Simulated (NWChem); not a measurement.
BI$_{3}$; SMILES IB(I)I

```xyz
4

B      0.0000     0.0000    -0.0009
I      0.5464     2.0483    -0.0009
I      1.5007    -1.4974    -0.0009
I     -2.0471    -0.5510    -0.0009
```
Atoms are numbered in this order, from 1.

Level: PBE0/def2-SVP with def2 effective core potentials on I (NWChem), optimised geometry, unscaled harmonic frequencies. def2 effective core potentials on I; no spin-orbit coupling.

| frequency (cm⁻¹) | IR intensity (km/mol) |
|---|---|
| 105 | 0.0 |
| 105 | 0.0 |
| 198 | 0.0 |
| 321 | 1.0 |
| 728 | 246.3 |
| 728 | 246.3 |

- zero-point energy: 3.1 kcal/mol
- thermal correction to the enthalpy at 298.15 K (with zero-point energy): 7.1 kcal/mol
- heat capacity Cv: 14.9 cal/(mol K)
- entropy at 298.15 K and 1 atm (symmetry number 6): 83.3 cal/(mol K)

Rigid rotor and harmonic oscillator.
